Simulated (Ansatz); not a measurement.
nido-B5H9 (Br for H, site a on B) (B₅H₈Br). Total charge 0; singlet. Geometry PBE-D4/def2-SVP, basis def2-TZVP, Ansatz.

| run | HOMO (eV) | LUMO (eV) |
| --- | --- | --- |
| A | -6.73 | -1.40 |
| B | -7.88 | -0.50 |
| C | -8.88 | 0.57 |
| D | -7.64 | -0.65 |
| E | -6.99 | -1.16 |

B3LYP takes the VWN-RPA correlation.

Problem. The runs used B3LYP, BHLYP, PBE, PBE0, r2SCAN. Estimate which is which.

Solution. A PBE (0 % exact exchange); B PBE0 (25 % exact exchange); C BHLYP (50 % exact exchange); D B3LYP (20 % exact exchange); E r2SCAN (0 % exact exchange). Exact exchange lowers occupied and raises empty levels; among semilocal functionals meta-GGAs tend to open the gap a little, and such runs are hard to tell apart. The gap grows from 5.32 eV (PBE) to 9.45 eV (BHLYP).
